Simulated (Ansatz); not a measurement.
CHBr2F (SMILES FC(Br)Br) moved off its minimum; all values from Ansatz (a first-principles code), cores frozen in correlated methods.
(charge 0, multiplicity 1)
```xyz
5

F     -0.2367     1.6685    -0.4461
C     -0.1722     0.7892     0.3043
Br     1.7162    -0.0177     0.2069
Br    -1.5854    -0.2379     0.0503
H      0.0511     1.0907     1.5436
```

```csv
level,largest force (eV/Å),on atom,rms difference from CCSD(T)/aug-cc-pVTZ (eV/Å),dipole (D)
HF/def2-TZVPP,13.98,C2,0.499,1.83
PBE/def2-TZVPP,13.59,C2,0.257,1.72
r2SCAN/def2-TZVPP,13.42,C2,0.334,1.81
B3LYP/def2-TZVPP,13.61,C2,0.274,1.71
wB97M-V/def2-TZVPP,14.00,C2,0.178,1.72
MP2/aug-cc-pVTZ,14.30,C2,0.086,1.61
CCSD(T)/aug-cc-pVTZ,14.30,C2,0.000,1.57
```

The differences count from one level among others, with limits of its own. Forces at CCSD(T)/aug-cc-pVTZ (eV/Å):

| atom | Fx | Fy | Fz |
|---|---|---|---|
| F1 | 0.167 | 10.613 | -7.973 |
| C2 | 4.851 | -6.117 | 11.976 |
| Br3 | -0.288 | -0.476 | -0.469 |
| Br4 | -3.284 | -3.542 | -0.065 |
| H5 | -1.445 | -0.478 | -3.468 |
